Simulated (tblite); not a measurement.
C5H5NO2Si.
SMILES with atom numbers: `[N:1]#[C:2]/[CH:3]=[CH:4]\[C:5](=[O:6])[SiH2:7][CH:8]=[O:9]` (hydrogens: H10 on C3; H11 on C4; H12, H13 on Si7; H14 on C8)

Computed with GFN2-xTB (tblite), gas phase: L-BFGS steps from a force-field or distance-geometry start until the largest atomic force falls under 0.01 eV/Å.

Step 7: E = -704.4547 eV
```
atom  x, y, z in Å  |  force x, y, z in eV/Å
N1      3.9514    0.6023    0.9628    0.040   0.051   0.019
C2      3.0892   -0.0729    0.6236   -0.090   0.061  -0.029
C3      2.1033   -0.9903    0.2138    0.083  -0.033   0.051
C4      0.8401   -0.6934   -0.1148   -0.199  -0.029  -0.115
C5      0.2689    0.6697   -0.1129    0.154   0.098   0.073
O6      0.9043    1.6318    0.2698    0.030  -0.021   0.016
Si7    -1.5454    0.9405   -0.7199    0.009  -0.054   0.052
C8     -2.6477   -0.2228    0.3505   -0.082   0.111   0.043
O9     -2.4535   -1.4035    0.4661    0.113  -0.214  -0.033
H10     2.4516   -2.0174    0.1849   -0.005   0.012  -0.007
H11     0.1816   -1.4938   -0.4154   -0.136  -0.008  -0.008
H12    -1.6595    0.5071   -2.1064    0.025  -0.089  -0.091
H13    -1.9760    2.3148   -0.5122    0.052   0.045   0.042
H14    -3.5090    0.2275    0.8880    0.006   0.070  -0.014
```

Step 8: E = -704.4574 eV
```
atom  x, y, z in Å  |  force x, y, z in eV/Å
N1      3.9502    0.6026    0.9623   -0.002   0.022   0.002
C2      3.0866   -0.0715    0.6231   -0.046   0.090  -0.012
C3      2.1023   -0.9906    0.2142   -0.085   0.021   0.001
C4      0.8360   -0.6929   -0.1159    0.027  -0.052  -0.056
C5      0.2726    0.6732   -0.1134    0.011  -0.056   0.025
O6      0.9098    1.6294    0.2724    0.107   0.122   0.058
Si7    -1.5450    0.9409   -0.7216   -0.006  -0.031   0.022
C8     -2.6492   -0.2233    0.3500   -0.005  -0.072   0.049
O9     -2.4544   -1.4063    0.4681    0.092  -0.020  -0.067
H10     2.4538   -2.0160    0.1852   -0.017  -0.007  -0.007
H11     0.1775   -1.4921   -0.4153   -0.154  -0.028  -0.018
H12    -1.6583    0.5021   -2.1110    0.030  -0.055  -0.009
H13    -1.9740    2.3191   -0.5093    0.066  -0.028   0.021
H14    -3.5085    0.2249    0.8890   -0.018   0.094  -0.008
```

Step 9: E = -704.4596 eV
```
atom  x, y, z in Å  |  force x, y, z in eV/Å
N1      3.9496    0.6033    0.9622   -0.048  -0.007  -0.016
C2      3.0841   -0.0689    0.6226   -0.030   0.085  -0.004
C3      2.1002   -0.9905    0.2145   -0.080   0.029  -0.012
C4      0.8338   -0.6936   -0.1179    0.060  -0.041  -0.030
C5      0.2751    0.6743   -0.1131    0.039   0.043   0.058
O6      0.9150    1.6304    0.2750    0.017  -0.017   0.000
Si7    -1.5446    0.9401   -0.7215   -0.002  -0.004  -0.010
C8     -2.6504   -0.2245    0.3507    0.058  -0.152   0.029
O9     -2.4529   -1.4087    0.4679    0.051   0.098  -0.066
H10     2.4546   -2.0154    0.1851   -0.026   0.008  -0.003
H11     0.1719   -1.4918   -0.4156   -0.124  -0.005  -0.013
H12    -1.6571    0.4980   -2.1141    0.035  -0.029   0.061
H13    -1.9717    2.3214   -0.5072    0.074  -0.078   0.008
H14    -3.5084    0.2254    0.8893   -0.023   0.070  -0.002
```

Q: Estimate the geometry and energy of step 10. (The exact step hangs on the optimiser's Hessian estimate; all steps are aligned on step 9, rigid shifts and turns removed.)

A: E = -704.4618 eV, largest force 0.176 eV/Å
```
atom  x, y, z in Å  |  force x, y, z in eV/Å
N1      3.9485    0.6043    0.9619   -0.078  -0.019  -0.029
C2      3.0805   -0.0646    0.6217   -0.040   0.045  -0.006
C3      2.0971   -0.9899    0.2148    0.002   0.007  -0.013
C4      0.8322   -0.6952   -0.1209   -0.010  -0.001  -0.014
C5      0.2789    0.6767   -0.1112   -0.044  -0.021   0.012
O6      0.9200    1.6308    0.2774    0.030  -0.017   0.005
Si7    -1.5442    0.9387   -0.7213    0.021   0.004  -0.024
C8     -2.6509   -0.2268    0.3520    0.099  -0.145  -0.004
O9     -2.4495   -1.4111    0.4662    0.001   0.163  -0.043
H10     2.4548   -2.0146    0.1850   -0.031   0.036   0.006
H11     0.1636   -1.4917   -0.4162   -0.058   0.047   0.002
H12    -1.6552    0.4933   -2.1161    0.038  -0.009   0.115
H13    -1.9678    2.3219   -0.5049    0.071  -0.099  -0.003
H14    -3.5087    0.2278    0.8894    0.000   0.010  -0.004
```

The energy changes by -0.0021 eV. The first-order estimate −F·Δx gives -0.0033 eV and the mean of the old and new forces, exact on a quadratic surface, -0.0021 eV. The step makes an angle of 54° with the force vector and moves no atom by more than 0.008 Å.

What follows is the cost of the whole relaxation. Hardware: one thread, Intel Xeon 6975P-C (x86_64), on a shared host. Cost: 0.74 s of wall time.
